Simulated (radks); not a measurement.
The numbers below are computed, except where a source is named.
Lu III, configuration [Xe] 4f14 6s1. Code: a radial shooting solver on a logarithmic mesh with Libxc functionals. Model: scalar-relativistic Kohn-Sham, r2SCAN, spin-unpolarised, spherical densities, finite nucleus; meta-GGA in the generalised Kohn-Sham scheme; Fermi nuclear charge, rms radius 5.37 fm; hard spherical wall at 3 bohr.

Normalised radial functions P(r) = r R(r), r in bohr:

r	4s	5s	5d
0.00179	0.2120	0.0846	0.0000
0.002331	0.2540	0.1014	0.0000
0.003035	0.2999	0.1197	0.0001
0.003953	0.3471	0.1386	0.0002
0.005188	0.3920	0.1564	0.0004
0.006756	0.4237	0.1691	0.0008
0.008797	0.4317	0.1722	0.0017
0.01145	0.4001	0.1594	0.0033
0.01491	0.3111	0.1237	0.0066
0.01942	0.1501	0.0592	0.0127
0.02529	-0.0832	-0.0342	0.0240
0.03319	-0.3667	-0.1473	0.0444
0.04322	-0.6038	-0.2412	0.0766
0.05628	-0.6779	-0.2686	0.1238
0.07329	-0.4643	-0.1793	0.1829
0.09543	0.0587	0.0334	0.2393
0.1243	0.6901	0.2830	0.2614
0.1618	1.0052	0.3897	0.2069
0.2124	0.5943	0.1864	0.0433
0.2765	-0.4348	-0.2468	-0.1851
0.3601	-1.4284	-0.5639	-0.3703
0.4689	-1.7060	-0.4082	-0.3759
0.6106	-1.2452	0.1953	-0.1475
0.795	-0.5936	0.8286	0.2375
1.035	-0.1820	1.0895	0.6267
1.359	-0.0320	0.9032	0.8738
1.769	-0.0032	0.5230	0.8693
2.304	-0.0002	0.2017	0.5784
3	0.0000	0.0000	0.0000

4s: eigenvalue -503.77 eV, 3 radial nodes at r = 0.0232, 0.0931, 0.250 bohr, <r> = 0.478 bohr, 90 % of the charge inside 0.687 bohr. 5s: eigenvalue -73.504 eV, 4 radial nodes at r = 0.0231, 0.0921, 0.240, 0.567 bohr, <r> = 1.17 bohr, 90 % of the charge inside 1.69 bohr. 5d (empty): eigenvalue -5.737 eV, 2 radial nodes at r = 0.224, 0.681 bohr, <r> = 1.62 bohr, 90 % of the charge inside 2.25 bohr.
